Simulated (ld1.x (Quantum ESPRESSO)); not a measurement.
# Which change was made? (Si, TM semilocal)

ld1.x (Quantum ESPRESSO) 7.5 input, shortened:

```
&input
   title='Si', zed=14., rel=0, dft='BLYP', iswitch=3,
   config='[Ne] 3s2 3p2 3d-2'
 /
 &inputp
   pseudotype=1, tm=.true., lloc=2,
   nlcc=.true., new_core_ps=.true.
 /
3
3S  1  0   2.00   0.00  1.40  1.40  0.0
3P  2  1   2.00   0.00  1.85  1.85  0.0
3D  3  2  -2.00   0.15  1.80  1.80  0.0
 &test
   configts(1)='3s2 3p2'
 /
```

Cutoffs, loose and tight: the cutoffs (Ry, on a coarse ladder) from which the occupation-weighted sum of valence levels, in a spherical-Bessel basis at the reference potential, stays within 10 and 1 mRy of its value at 400 Ry. They do not see the model core or the augmentation charge, which bear on the density cutoff. Test errors are all-electron minus pseudo excitation energies from the reference, over the configurations 3s2 3p1; 3s2 3p0; 3s1 3p0; 3s2 3p2.3; 3s1 3p2; 3s0 3p4; 3s1 3p3; variants that change the core or the reference have their own tests.

The base gives: outcome: generated; cutoff, loose: 30 Ry; cutoff, tight: 70 Ry; bound ghosts: none; largest test error (meV): +60.

**Question.** After one change the result is: outcome: generated; cutoff, loose: 30 Ry; cutoff, tight: 70 Ry; bound ghosts: none; largest test error (meV): +249. Which change was it?
A. core correction Bessel-smoothed model core inside 1.70 bohr
B. core correction none
C. core correction Bessel-smoothed model core inside 1.48 bohr

**Answer.** B. The others give: core correction Bessel-smoothed model core inside 1.48 bohr → outcome: generated; cutoff, loose: 30 Ry; cutoff, tight: 70 Ry; bound ghosts: none; largest test error (meV): +98 | core correction Bessel-smoothed model core inside 1.70 bohr → outcome: generated; cutoff, loose: 30 Ry; cutoff, tight: 70 Ry; bound ghosts: none; largest test error (meV): +159.
